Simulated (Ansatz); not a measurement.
An input meant for Ge₁₄NH₂₄, a doped nanocrystal cut from the lattice of germanium (N on a surface site) (charge 0, doublet; with a point charge).

```yaml
crystal:
  periodic: [false, false, false]
  atoms:
    - {symbol: Ge, position_ang: [-1.912199, -1.800688, -0.795237]}
    - {symbol: Ge, position_ang: [3.091690, -2.202724, -6.064730]}
    - {symbol: Ge, position_ang: [-2.248361, -2.290224, 9.231050]}
    - {symbol: Ge, position_ang: [3.427200, -1.836140, 4.334888]}
    - {symbol: Ge, position_ang: [3.455387, 3.508163, -1.155649]}
    - {symbol: Ge, position_ang: [-1.910236, 3.535409, 4.382885]}
    - {symbol: Ge, position_ang: [-4.285687, 0.684245, -3.876140]}
    - {symbol: Ge, position_ang: [-4.715213, 0.723884, 6.745473]}
    - {symbol: Ge, position_ang: [0.041576, 0.344632, -8.418934]}
    - {symbol: Ge, position_ang: [0.682037, -4.827869, -3.123804]}
    - {symbol: Ge, position_ang: [0.844425, 0.962511, 1.699824]}
    - {symbol: Ge, position_ang: [5.946642, 0.591062, -3.743170]}
    - {symbol: Ge, position_ang: [0.609642, -4.742784, 6.555762]}
    - {symbol: Ge, position_ang: [0.797464, 6.251107, -3.770341]}
    - {symbol: N, position_ang: [-1.948458, 2.212769, -6.108343]}
    - {symbol: H, position_ang: [-3.855154, -3.165874, 0.949196]}
    - {symbol: H, position_ang: [4.554695, -3.850337, -8.022319]}
    - {symbol: H, position_ang: [-4.035927, -4.069162, 10.745796]}
    - {symbol: H, position_ang: [-0.631118, -0.791501, 11.177736]}
    - {symbol: H, position_ang: [5.340478, -3.297138, 2.643921]}
    - {symbol: H, position_ang: [4.964537, -0.256919, 6.282798]}
    - {symbol: H, position_ang: [-2.829882, 3.662842, -7.064121]}
    - {symbol: H, position_ang: [5.348590, 5.060573, 0.501627]}
    - {symbol: H, position_ang: [-3.471892, 5.387365, 2.715414]}
    - {symbol: H, position_ang: [-0.296765, 5.130648, 6.254200]}
    - {symbol: H, position_ang: [-6.206858, -0.986975, -5.379128]}
    - {symbol: H, position_ang: [-5.744659, 2.920987, -2.650995]}
    - {symbol: H, position_ang: [-6.399645, -0.750685, 4.840069]}
    - {symbol: H, position_ang: [-6.502162, 2.259648, 8.508673]}
    - {symbol: H, position_ang: [-1.689542, -1.350047, -10.111579]}
    - {symbol: H, position_ang: [1.325393, 2.372685, -10.114384]}
    - {symbol: H, position_ang: [-0.991271, -6.754735, -4.587318]}
    - {symbol: H, position_ang: [2.451181, -6.320784, -1.311406]}
    - {symbol: H, position_ang: [7.734821, -1.040658, -2.069365]}
    - {symbol: H, position_ang: [7.612817, 2.066780, -5.669826]}
    - {symbol: H, position_ang: [-0.953400, -6.243169, 4.568274]}
    - {symbol: H, position_ang: [2.109913, -6.689065, 8.173693]}
    - {symbol: H, position_ang: [-1.774713, 6.640759, -2.356030]}
    - {symbol: H, position_ang: [2.064731, 8.951450, -3.918423]}
basis:
  gaussian: {orbitals: pcseg-2, fitting: {mean_field: def2-universal-jkfit}, point_charges: [{charge: 2.00, position_ang: [7.662, 0.112, -0.536]}]}
magnetization: {spin_polarized: true, initial_magnetization: 1}
hamiltonian: {xc: {name: RPBE}, dispersion: d3bj}
scf: {omitted_lower_state_checks: [starts]}
output: {forces: true}
```

```sh
$ ansatz run in.yaml --threads 4 --pin off --events-out ev --progress --plain --max-ram 66560MiB --backend cuda --devices 0, --max-vram 37GiB
```

Shortened log:

```
Functional definition: RPBE
4233 factors; integrals over basis functions are off by at most 1.6e0 eV
mean field evaluation 1: about -792635.0330 eV, gradient 1.3e2 eV
mean field evaluation 2: about -780114.1171 eV, gradient 7.0e2 eV
mean field evaluation 4: about -791411.4902 eV, gradient 2.2e2 eV
mean field evaluation 8: about -792905.9978 eV, gradient 7.2e1 eV
mean field evaluation 16: about -793036.4276 eV, gradient 3.2e0 eV
mean field evaluation 32: about -793039.8485 eV, gradient 8.4e-2 eV
mean field -793039.87953565 eV, -29143.6780311982 hartree, gradient 2.5e-6 eV, S^2 16.867344; 0 other end points of the search recorded, 0 dependent functions left out
reference -793039.87981695 eV, -29143.6780415358 hartree; 240, 239 occupied and 728, 729 virtual orbitals, 4233 factors
Total energy: -793042.09757827 eV, -29143.7595427609 hartree
Atom 0 at    -1.912199    -1.800688    -0.795237 Å, force    -0.408364    -0.282764     0.364890 eV/Å
Atom 1 at     3.091690    -2.202724    -6.064730 Å, force     0.270871    -0.378185    -0.437544 eV/Å
Atom 2 at    -2.248361    -2.290224     9.231050 Å, force     0.019755     0.030786     0.792131 eV/Å
Atom 3 at     3.427200    -1.836140     4.334888 Å, force     0.986643    -0.137277     0.093559 eV/Å
Atom 4 at     3.455387     3.508163    -1.155649 Å, force     0.599567     0.404217     0.492435 eV/Å
Atom 5 at    -1.910236     3.535409     4.382885 Å, force     0.010776     0.741344     0.084297 eV/Å
Atom 6 at    -4.285687     0.684245    -3.876140 Å, force    -0.704053     0.309569    -0.053498 eV/Å
Atom 7 at    -4.715213     0.723884     6.745473 Å, force    -0.796245     0.009084    -0.212510 eV/Å
Atom 8 at     0.041576     0.344632    -8.418934 Å, force    -0.046788     0.157678    -0.758433 eV/Å
Atom 9 at     0.682037    -4.827869    -3.123804 Å, force     0.070114    -0.746844     0.045076 eV/Å
Atom 10 at     0.844425     0.962511     1.699824 Å, force    -0.111505     0.000180     0.003182 eV/Å
Atom 11 at     5.946642     0.591062    -3.743170 Å, force     0.817944     0.211301     0.215179 eV/Å
Atom 12 at     0.609642    -4.742784     6.555762 Å, force    -0.213185    -0.804039    -0.129789 eV/Å
Atom 13 at     0.797464     6.251107    -3.770341 Å, force    -0.407085     0.850459     0.557947 eV/Å
Atom 14 at    -1.948458     2.212769    -6.108343 Å, force    -1.122669     1.264684    -1.102665 eV/Å
Atom 15 at    -3.855154    -3.165874     0.949196 Å, force     0.629013     0.448100    -0.559569 eV/Å
Atom 16 at     4.554695    -3.850337    -8.022319 Å, force    -0.510817     0.529818     0.633413 eV/Å
Atom 17 at    -4.035927    -4.069162    10.745796 Å, force     0.517942     0.492383    -0.463784 eV/Å
Atom 18 at    -0.631118    -0.791501    11.177736 Å, force    -0.507285    -0.485061    -0.662617 eV/Å
Atom 19 at     5.340478    -3.297138     2.643921 Å, force    -0.735743     0.688848     0.587278 eV/Å
Atom 20 at     4.964537    -0.256919     6.282798 Å, force    -0.529323    -0.513209    -0.722479 eV/Å
Atom 21 at    -2.829882     3.662842    -7.064121 Å, force     1.043459    -1.731122     1.144570 eV/Å
Atom 22 at     5.348590     5.060573     0.501627 Å, force    -0.682151    -0.672150    -0.628679 eV/Å
Atom 23 at    -3.471892     5.387365     2.715414 Å, force     0.479465    -0.606344     0.499097 eV/Å
Atom 24 at    -0.296765     5.130648     6.254200 Å, force    -0.488248    -0.534476    -0.594348 eV/Å
Atom 25 at    -6.206858    -0.986975    -5.379128 Å, force     0.597271     0.482814     0.404485 eV/Å
Atom 26 at    -5.744659     2.920987    -2.650995 Å, force     0.526541    -0.730134    -0.406058 eV/Å
Atom 27 at    -6.399645    -0.750685     4.840069 Å, force     0.613201     0.448466     0.639467 eV/Å
Atom 28 at    -6.502162     2.259648     8.508673 Å, force     0.541752    -0.450244    -0.450294 eV/Å
Atom 29 at    -1.689542    -1.350047   -10.111579 Å, force     0.477327     0.503045     0.532246 eV/Å
Atom 30 at     1.325393     2.372685   -10.114384 Å, force    -0.411980    -0.633445     0.582608 eV/Å
Atom 31 at    -0.991271    -6.754735    -4.587318 Å, force     0.488021     0.607196     0.437936 eV/Å
Atom 32 at     2.451181    -6.320784    -1.311406 Å, force    -0.561367     0.523660    -0.570972 eV/Å
Atom 33 at     7.734821    -1.040658    -2.069365 Å, force    -0.554712     4.561662     5.516325 eV/Å
Atom 34 at     7.612817     2.066780    -5.669826 Å, force    -0.581813    -0.524355     0.694211 eV/Å
Atom 35 at    -0.953400    -6.243169     4.568274 Å, force     0.542230     0.546261     0.660372 eV/Å
Atom 36 at     2.109913    -6.689065     8.173693 Å, force    -0.397913     0.578001    -0.468777 eV/Å
Atom 37 at    -1.774713     6.640759    -2.356030 Å, force     0.903085    -0.162399    -0.489061 eV/Å
Atom 38 at     2.064731     8.951450    -3.918423 Å, force    -0.368965    -0.799973     0.039572 eV/Å
Dipole moment:   -11.509116     0.134278     1.229685 e Å
Checks for a lower state left out: starts
```

(1) Something in this input is off. What?

Results:

(1) The coordinates are in bohr but typed as ångström. The run converged. The result belongs to that input, not to the species as meant. The charge 0 doublet is spin-contaminated (final ⟨S²⟩ up to 16.87, 0.75 for a pure state).
